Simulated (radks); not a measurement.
Results of a calculation; reference values are marked as such.
Spherical jellium clusters: N electrons in a uniform positive sphere of charge N and radius rs N^(1/3), rs = 2.58 bohr. Level of theory: non-relativistic Kohn-Sham, PBEsol, spin-polarised, spherical densities (a radial shooting solver with Libxc functionals). Levels are named by radial order and angular momentum (1s, 1p, 1d, 2s, ...), and open shells are averaged over m.

N = 20, configuration 1s2 1p6 1d10 2s2. This is the lowest configuration that the search found. Occupied and some empty levels:

| level | occupation | eigenvalue (eV) | <r> (bohr) |
|---|---|---|---|
| 1s | 2 | -8.6260 | 4.362 |
| 1p | 6 | -6.7740 | 5.260 |
| 1d | 10 | -4.5249 | 5.987 |
| 2s | 2 | -3.6778 | 5.417 |
| 1f | 0 | -2.0437 | 6.782 |
| 2p | 0 | -1.4088 | 7.503 |

Energy (eV): total -26.5395, kinetic 73.073, external -1808.5, Hartree 879.60, exchange-correlation -103.22, background 932.54.
